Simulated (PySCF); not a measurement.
SMILES [Cl][Ge]([Cl])([Cl])[O][GeH3] (H₃Cl₃Ge₂O) (B3LYP/def2-SVP optimised geometry):

```
9

Ge    -2.229    -1.019     0.000
O     -0.418    -1.019     0.000
Ge     0.783    -0.376     1.083
Cl     0.520    -1.171     3.070
Cl     2.712    -0.930     0.329
Cl     0.633     1.773     1.189
H     -2.710     0.444     0.000
H     -2.712    -1.773     1.253
H     -2.596    -1.752    -1.298
```

Method: PySCF with B3LYP/def2-TZVP.

Q: What are the frontier orbital energies and the dipole moment?

A: HOMO-2 -9.11 eV, HOMO-1 -9.05 eV, HOMO -8.92 eV, LUMO -2.28 eV, LUMO+1 -0.52 eV; dipole moment 2.36 D.

On the same geometry PySCF 2.14.0 with PBE/def2-TZVP gives HOMO-2 -7.92 eV, HOMO-1 -7.89 eV, HOMO -7.66 eV, LUMO -2.95 eV, LUMO+1 -1.18 eV; dipole moment 2.31 D.

Meta-Löwdin charges at B3LYP/def2-TZVP: Ge1 0.64, O2 -0.77, Ge3 1.11, Cl4 -0.27, Cl5 -0.25, Cl6 -0.27, H7 -0.06, H8 -0.06, H9 -0.05.
